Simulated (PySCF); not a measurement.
C2H5ClO2Si, SMILES C=C([SiH](O)O)Cl. Coordinates come from a PBE-D3(BJ)/def2-SVP optimisation. The structure was generated by enumeration, and PubChem lists no compound with its InChIKey, so it may never have been made. One conformer was computed; it need not be the lowest.

**Question.** Give the equilibrium geometry at PBE-D3(BJ)/def2-SVP (PySCF confirms it by a frequency run) as bond lengths and angles. (An estimate is asked for; the answer gives what the named calculation found.)

**Answer.** One answer among several that fit: 
Atoms: C1 C2 Cl3 Si4 O5 O6 H7 H8 H9 H10 H11. Bond lengths (Å): C1–C2 1.344, C1–H7 1.102, C1–H8 1.102, C2–Cl3 1.766, C2–Si4 1.878, Si4–O5 1.677, Si4–O6 1.670, Si4–H9 1.504, O5–H10 0.972, O6–H11 0.973. Angles (°): C2–C1–H7 122.8, C2–C1–H8 118.2, H7–C1–H8 118.9, C1–C2–Cl3 121.4, C1–C2–Si4 126.0, Cl3–C2–Si4 112.6, C2–Si4–O5 113.0, C2–Si4–O6 104.5, C2–Si4–H9 108.9, O5–Si4–O6 107.3, O5–Si4–H9 109.2, O6–Si4–H9 114.0, Si4–O5–H10 115.6, Si4–O6–H11 114.8.
Charge 0, spin multiplicity 1.
